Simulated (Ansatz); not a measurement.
`C/C=C(\C)I` + H₂ → `C/C=C/I` + CH₄ at 700 K and 1 bar (hydrogenolysis of a C–C bond).

Computed with Ansatz on PBE0-D4/def2-TZVP structures; ΔE is electronic, products minus reactants. CCSD(T)/CBS is the MP2 limit (def2-TZVPP, def2-QZVPP) plus CCSD(T) − MP2 in def2-TZVPP, frozen cores. This one scheme is used for every species. Double bonds are as drawn, so ΔE can hold a change between cis and trans. def2 core potentials past Kr. For I outer-core shells are correlated without core-valence functions, which leaves a few kJ/mol of doubt a bond.

```
     species  CCSD(T)/CBS energy (Eh)  H − E (kJ/mol)  S (J/(mol·K))
`C/C=C(\C)I`               -453.84988           334.8          466.1
          H₂                 -1.17544            46.8          155.3
   `C/C=C/I`               -414.58441           243.2          405.2
         CH₄                -40.46206           145.9          224.0
```

H − E and S are ideal-gas, rigid-rotor, harmonic terms from PBE0-D4/def2-TZVP. The MP2-based limit puts H₂ 0.8 mEh under its directly extrapolated value; such offsets cancel only in part. 1 Eh = 2625.50 kJ/mol, R = 8.31446 J/(mol·K).

Task: By hand: ΔE, ΔH, ΔS and ΔG.

Result: ΔE = (-414.58441) + (-40.46206) − (-453.84988) − (-1.17544) = -0.02115 Eh = -55.5 kJ/mol. Δ(H − E) = 243.2 + 145.9 − 334.8 − 46.8 = 7.5, so ΔH = -48.0 kJ/mol. ΔS = 405.2 + 224.0 − 466.1 − 155.3 = 7.8 J/(mol·K). ΔG = -48.0 − 700 × (7.8)/1000 = -53.5 kJ/mol.

Task: By hand: the equilibrium constant, and the temperature at which ΔG would vanish if ΔH and ΔS stayed fixed.

Result: log₁₀ K = −ΔG/(RT ln 10) = 4.0. ΔH and −TΔS have one sign here, so there is no such temperature.

The number of gas molecules stays the same, so ΔS is small and ΔH decides. A doubt of 5 kJ/mol in ΔE shifts log₁₀ K by 0.4 here. These are equilibria of isolated gas molecules and say nothing of rates. Largest T1 diagnostic: 0.010 (customary marks: 0.02 for closed shells, 0.045 for open ones).
